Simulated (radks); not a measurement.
The numbers below are computed, except where a source is named.
Ionisation of neutral strontium, [Kr] 5s2, to [Kr] 5s1 as the strength of local exchange is varied. Level of theory: scalar-relativistic Kohn-Sham, Slater X-alpha exchange (alpha = 2/3 is LDA exchange), no correlation, spin-unpolarised, spherical densities, point nucleus (a radial shooting solver on a logarithmic mesh with Libxc functionals).

| alpha | E(Sr) (hartree) | exchange (hartree) | IE (eV) | -e of the level emptied (eV) | <r> of it (bohr) |
|---|---|---|---|---|---|
| 0.647 | -3169.48231 | -94.72805 | 5.121 | 2.759 (5s) | 4.439 |
| 0.667 | -3172.41561 | -97.74114 | 5.217 | 2.844 (5s) | 4.408 |
| 0.68 | -3174.32363 | -99.70237 | 5.280 | 2.900 (5s) | 4.389 |
| 0.726 | -3181.08371 | -106.65932 | 5.505 | 3.101 (5s) | 4.321 |
| 0.777 | -3188.59435 | -114.40382 | 5.759 | 3.331 (5s) | 4.250 |
| 0.859 | -3200.70499 | -126.92484 | 6.179 | 3.713 (5s) | 4.141 |
| 0.991 | -3220.29005 | -147.25940 | 6.884 | 4.363 (5s) | 3.979 |

NIST Atomic Spectra Database: 5.695 eV (measured). The Delta-SCF value meets it near alpha = 0.76. Spin polarisation and multiplet splitting are left out, so open shells lie too high by an amount that depends on their filling.

Beside tabulated values, note that spin-unpolarised runs miss the spin-polarisation part of the exchange energy of open shells.
